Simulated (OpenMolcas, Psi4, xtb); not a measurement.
C2H7Ga (SMILES [CH3][GaH][CH3]): methods side by side

The species is C2H7Ga (10 atoms), meant as a singlet with charge 0. As SMILES, `[CH3][GaH][CH3]`. The coordinates come from a PBE0-D4/def2-TZVP relaxation.

```xyz
10

C    -1.0634    1.1428   -0.7118
Ga    0.6490    0.2661   -0.2813
C     0.6815   -1.3215    0.8869
H    -1.5337    0.6142   -1.5482
H    -0.9354    2.1838   -1.0115
H    -1.7597    1.0952    0.1286
H     1.9973    0.8365   -0.8726
H     0.6877   -0.9940    1.9323
H     1.5693   -1.9359    0.7305
H    -0.2096   -1.9383    0.7501
```

Each level gives the HOMO–LUMO gap (eV). The values are calculated.

```tsv
level	kind	program	value (eV)	CPU time
GFN2-xTB	semi-empirical	xtb	5.24	under 2 s
HF/def2-SVP	Hartree–Fock	OpenMolcas	12.47	16 s
SVWN5/def2-SVP	LDA	OpenMolcas	4.57	43 s
PBE/def2-SVP	GGA	OpenMolcas	4.67	52 s
TPSS/def2-SVP	meta-GGA	OpenMolcas	4.89	67 s
M06-2X/def2-SVP (density fitting)	hybrid meta-GGA	Psi4	8.37	14 s
wB97M-V/def2-SVP	range-separated hybrid	Psi4	10.62	12 min
B2PLYP/def2-SVP (density fitting for correlation)	double hybrid	Psi4	8.80	61 s
```

All-electron rows without a relativistic Hamiltonian named are non-relativistic. The values span 4.57 to 12.47 eV. Orbital gaps aren't excitation energies, and those of double hybrids come from the SCF part alone; they tend to grow with the share of exact exchange. Times are those of the runs behind each value, whatever else they computed, on shared processors of several kinds: orders of magnitude only.
